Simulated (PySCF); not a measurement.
C6H10, SMILES CC=C=CCC.

The structure is a stationary point at PBE0-D3(BJ)/def2-SVP. The structure was generated by enumeration; whether it is a known compound was not checked. The values are those of a single conformer.

All values below come from r2SCAN/def2-TZVP (PySCF).

Gas-phase values at a fixed geometry.

- total energy = -234.53481 hartree
- highest occupied level = -6.09 eV
- lowest empty level = -0.18 eV
- orbital gap = 5.91 eV
- dipole moment = 0.29 D
- quadrupole, principal values (traceless, Buckingham form, about the centre of nuclear charge) = -2.68, -1.96, 4.65 D·Å
- mean static polarisability = 79.7 bohr³ (11.82 Å³)
- polarisability, principal values = 59.1, 61.8, 118.3 bohr³
